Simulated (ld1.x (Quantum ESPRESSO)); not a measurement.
PBE TM dataset for N (Z = 7), scalar-relativistic all-electron reference.

nitrogen, norm-conserving Troullier–Martins (Kleinman–Bylander form), made with ld1.x (Quantum ESPRESSO) 7.5 (PBE, scalar-relativistic). Core [He], reference 2s1 2p4. Waves: 2p (bound): rc 2.55 bohr; 2s (bound): rc 0.90 bohr. Local part: the s channel. Core correction: a·sin(br)/r model core, default radius (core density twice the valence density).

All-electron outer shells of the reference configuration (PBE, scalar-relativistic, ld1.x):

```
shell  level (eV)  outermost node (bohr)  outermost maximum (bohr)
   1s     -385.55                      –                      0.15
   2s      -19.03                   0.32                      1.02
   2p       -7.51                      –                      0.97
```

What the tests gave:

```
Cutoffs needed           : 45 Ry and 120 Ry (the cutoffs (Ry, on a coarse ladder) from which the occupation-weighted sum of valence levels, in a spherical-Bessel basis at the reference potential, stays within 10 and 1 mRy of its value at 400 Ry)
Ghost test               : no extra level below or beside the all-electron valence levels (p, s, d, f tested) (spherical-Bessel basis up to 400 Ry, 20 bohr box)
Largest excitation error : +4543 meV (all-electron minus pseudo) for 2s2 2p0, out of 7 test configurations
```

Generation and tests took about 0.59 s on one core of a shared server CPU.
